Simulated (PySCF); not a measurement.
NMR data simulated for an unnamed compound:

1H NMR (600 MHz, computed): δ 6.02 (t, 1H), 5.45 (br s, 1H), 4.94 (br s, 1H), 4.70 (t, 2H), 2.78 (m, 2H), 2.55 (m, 2H), 1.71 (m, 2H), 0.09 (br s, 2H).

13C{1H} NMR (computed): δ 155.9 (C), 147.6 (C), 123.2 (CH), 107.8 (CH2), 28.7 (CH2), 27.6 (CH2), 18.6 (CH2).

- PBE0/pcSseg-1 with gauge-including orbitals
- PBE0-D3(BJ)/def2-SVP geometry
- code: PySCF
- averaged over atoms made equivalent by symmetry, fast rotation or ring inversion, a single conformation, no solvent, non-relativistic Hamiltonian

Shifts are taken against calculated references (same method and geometry level): TMS for 1H and 13C.

Q: Which of these does the molecule contain: a Si–H bond, a ketone, a (CH3)2CH unit, an OH group, an NH or NH2 group, a non-aromatic C=C double bond?

A: 
- A Si–H bond: yes (δH 4.70 (t)).
- A ketone: no.
- A (CH3)2CH unit: no.
- An OH group: no.
- An NH or NH2 group: yes (δH 0.09 (br s)).
- A non-aromatic C=C double bond: yes.

The data belong to SMILES C1(=C\C[SiH2]N)/C(=C)CC1, C$_{7}$H$_{13}$NSi; they needn't prove each group on their own.

Carbon signals by region: 4 in the sp2 and nitrile region (100–160 ppm), 3 below 50 ppm.

OH and NH positions are those of a molecule without intermolecular hydrogen bonds; in solution they move with solvent, concentration and temperature, and exchange usually removes their couplings. Shifts are as computed. Against solution values, carbons near 30 ppm lie about +2 ppm off and those near 130 ppm about +5 ppm. Of 1211 compounds with measured shifts, 218 miss one by over three times the rms of a fit or turn the order of signals round; such compounds aren't used in these exercises. Multiplicities follow the n + 1 count of equivalent neighbours, as no J values were calculated; m marks all less simple cases, F and P coupling included.
